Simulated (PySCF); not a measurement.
B(Cl)2(SH) (BCl₂HS), SMILES ClB(Cl)S. Coordinates come from a TPSSh-D3(BJ)/def2-SVP optimisation. Other conformers were not sampled.

TDA-PBE0/def2-SVPD (PySCF) puts the lowest singlet excitations at 6.15, 6.18, 6.37, 6.69, 7.20, 7.33 eV.

Problem. What are the lowest excitation roots from PySCF with ADC(2)/aug-cc-pVDZ? (Estimate from the structure and the level; the computed values follow.)

Solution. 6.11, 6.60, 6.80, 6.85, 7.41, 7.47 eV. S1 differs by -0.04 eV (second minus first; roots are paired by order, and the bases may differ).
